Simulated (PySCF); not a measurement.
Precursor series Zr Cl-F. Gas-phase values, no solvent.

These are TPSSh-D3(BJ)/def2-TZVP // r2SCAN-D4/def2-SVP (PySCF) values and carry that method's errors. All candidates: neutral, multiplicity 1. 

| Property | Value |
|---|---|
| LUMO | -2.96 eV |
| HOMO–LUMO gap | 6.03 eV |
| dipole moment | 0.01 D |

Task: Say which member has these values.
A) [Zr(Cl)(F)3]
B) [Zr(Cl)3(F)]
C) [Zr(Cl)2(F)2]
D) [Zr(Cl)4]

Result: B, [Zr(Cl)3(F)]. The others give [Zr(Cl)4]: -3.18 eV, 5.83 eV, 0.00 D; [Zr(Cl)2(F)2]: -2.70 eV, 6.36 eV, 0.09 D; [Zr(Cl)(F)3]: -2.27 eV, 6.95 eV, 0.16 D
